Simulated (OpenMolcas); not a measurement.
Lines of Ru I: computed and rescaled rates

* Program: OpenMolcas
* Method: CASSCF
* Basis: ANO-RCC-VTZP [7s6p4d2f1g]
* Scalar Hamiltonian: DKH2, point nucleus
* Active space: 8 electrons in 6 orbitals (4d 5s)
* State averaging: 2S+1 = 5 even, 15 roots; 2S+1 = 3 even, 75 roots kept (CI in the orbitals of an earlier block); 2S+1 = 1 even, 57 roots kept (CI in the orbitals of an earlier block)
* Spin-orbit coupling: state interaction with AMFI integrals over the reference wave functions, term energies averaged over their components

Rates come from the transition moments of the reference wave functions (E1 and E2 in the length form). At fixed line strength A goes as λ^-3 for E1 and M1 and as λ^-5 for E2, so a rate at the computed wavelength can be rescaled to the measured one. Measured vacuum wavelengths follow from level energies in NIST Handbook of Basic Atomic Spectroscopic Data. Branching counts decays inside the model space alone, at computed energies, and the table is only a selection of the E2 and M1 lines, drawn from those between levels with measured partners whose computed energy lies within a factor of 1.5 of the measured one.

| Upper | Lower | Type | λ computed (nm) | λ measured (nm) | A computed (s-1) | A rescaled (s-1) | Branching % |
| --- | --- | --- | --- | --- | --- | --- | --- |
| 4d7 5s 5P3 | 4d7 5s 5F5 | E2 | 772.7 | 1140 | 1.31e-01 | 1.87e-02 | 74.4 |
| 4d6 5s2 5D0 | 4d7 5s 5F2 | E2 | 1044 | 1475 | 1.02e-01 | 1.81e-02 | 98.2 |
| 4d6 5s2 5D4 | 4d7 5s 5F5 | E2 | 972.5 | 1336 | 8.53e-02 | 1.74e-02 | 62.2 |
| 4d6 5s2 5D1 | 4d7 5s 5F3 | E2 | 995.2 | 1432 | 8.04e-02 | 1.30e-02 | 69.5 |
| 4d6 5s2 5D2 | 4d7 5s 5F4 | E2 | 948.1 | 1271 | 7.36e-02 | 1.70e-02 | 55.6 |
| 4d7 5s 5F4 | 4d7 5s 5F5 | M1 | 8175 | 8399 | 7.22e-02 | 6.66e-02 | 100.0 |
| 4d7 5s 5F3 | 4d7 5s 5F4 | M1 | 10650 | 11100 | 5.96e-02 | 5.26e-02 | 100.0 |
| 4d6 5s2 5D3 [66 %] | 4d7 5s 5F5 | E2 | 879.5 | 1166 | 4.66e-02 | 1.14e-02 | 27.1 |
| 4d6 5s2 5D3 [66 %] | 4d6 5s2 5D4 | M1 | 9200 | 9155 | 3.91e-02 | 3.97e-02 | 22.7 |
| 4d7 5s 5F2 | 4d7 5s 5F3 | M1 | 15030 | 16080 | 2.85e-02 | 2.33e-02 | 100.0 |
| 4d7 5s 5F1 | 4d7 5s 5F2 | M1 | 23620 | 25490 | 8.16e-03 | 6.49e-03 | 100.0 |

The largest correction is for 4d7 5s 5P3 → 4d7 5s 5F5 (E2): 1.31e-01 × (772.7 / 1140)^5 = 1.87e-02 s-1, a factor of 0.14.

The computed rate and branching of 4d7 5s 5F4 → 4d7 5s 5F5 give the upper level a radiative lifetime of 1.000 / 7.22e-02 s-1 = 1.39e+01 s, counting decays inside the model space alone. The rescaled rate gives about 1.5e+01 s.

The computed order of these levels differs from the measured one in 1 place, and where term gaps are wrong the rates of spin-changing lines can be off by large factors.

No measured rate stands beside these. Rescaling mends the energy factor alone: line strengths can still be far off where a level mixes with configurations outside the active space, and weak or spin-changing lines hang on small mixing coefficients that depend on the term gaps too, so rescaling need not improve them.

Without dynamic correlation excited terms often stand tens of per cent too high (terms of higher spin than the ground term too low), and those without a measured partner can miss by more than the paired ones. Configurations are named by rounded mean occupations; where the s occupation lies near a half they are strongly mixed, a name can repeat and a true partner stay unpaired. A single d shell beside an s shell can misplace configurations of different d count against each other. Computed and measured levels are paired by configuration, term and J; levels that our copy of the source lacks, or whose pairing is in doubt (as where it misses far off the trend of its configuration), stay unpaired. Levels of configurations outside the active space are missing.

A share in square brackets marks a mixed level and gives the weight of the term that names it.
